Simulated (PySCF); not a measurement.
Which determinant of GeAs lies lowest?

Unrestricted PBE0; PySCF, scalar-relativistic core potentials, basis sets Ge cc-pVTZ-PP with ECP10, As cc-pVTZ-PP with ECP10. Outer shells of the fragments: Ge 3d10 4s2 4p2; As 3d10 4s2 4p3.

Followed along the bond (rough minima from three points):

```json
{"2Ms+1": "2", "unpaired": "π ↑", "⟨S²⟩ at the start": "0.77", "R at minimum (Å)": "2.24", "Te (eV)": "0.00"}
{"2Ms+1": "2", "unpaired": "σ ↑", "⟨S²⟩ at the start": "0.77", "R at minimum (Å)": "2.14", "Te (eV)": "0.27"}
{"2Ms+1": "4", "unpaired": "π ↑↑↑", "⟨S²⟩ at the start": "3.76", "R at minimum (Å)": "none in the scan", "Te (eV)": "≤ 1.38"}
{"2Ms+1": "6", "unpaired": "σ ↑, π ↑↑↑↑", "⟨S²⟩ at the start": "8.75", "R at minimum (Å)": "none in the scan", "Te (eV)": "≤ 2.83"}
```

Solutions found at the starting distance of 2.335 Å, counted from the lowest of them; the search is not exhaustive and high or unbound solutions are not listed, so other states can lie among these:

```json
{"2Ms+1": "2", "unpaired": "π ↑", "term": "²Π", "E (eV)": "0.00", "⟨S²⟩": "0.77", "⟨Lz²⟩": "1.01", "μ (D)": "-1.23"}
{"2Ms+1": "2", "unpaired": "σ ↑", "term": "²Σ⁺", "E (eV)": "0.51", "⟨S²⟩": "0.77", "⟨Lz²⟩": "0.00", "μ (D)": "-1.57"}
{"2Ms+1": "4", "unpaired": "π ↑↑↑", "term": "⁴Π", "E (eV)": "1.50", "⟨S²⟩": "3.76", "⟨Lz²⟩": "1.01", "μ (D)": "0.20"}
{"2Ms+1": "4", "unpaired": "σ ↑, π ↑↑", "term": "mixed", "E (eV)": "1.79", "⟨S²⟩": "3.76", "⟨Lz²⟩": "2.01", "μ (D)": "-0.53"}
{"2Ms+1": "2", "unpaired": "π ↑↑↓", "term": "mixed", "E (eV)": "1.86", "⟨S²⟩": "1.76", "⟨Lz²⟩": "3.03", "μ (D)": "0.20"}
{"2Ms+1": "2", "unpaired": "σ ↓, π ↑↑", "term": "mixed", "E (eV)": "2.23", "⟨S²⟩": "1.77", "⟨Lz²⟩": "2.01", "μ (D)": "-0.48"}
```

A term symbol is given only where ⟨S²⟩ and ⟨Lz²⟩ are close to those of a pure state; real π, δ and φ orbitals otherwise mix terms. A positive dipole means Ge(−)As(+).

Compare the gap between the two lowest followed solutions at the starting distance with the gap between their minima.

At PBE0 the second solution (doublet, unpaired electrons σ ↑) lies +0.51 eV from the first (doublet, unpaired electrons π ↑) at 2.335 Å and +0.27 eV at the minima; the two curves relax by different amounts, since their minima lie near 2.14 and 2.24 Å.

Spin–orbit coupling is left out. Counting both spins, an empty level lies below a filled one in some of these solutions, because spin and occupation are held.
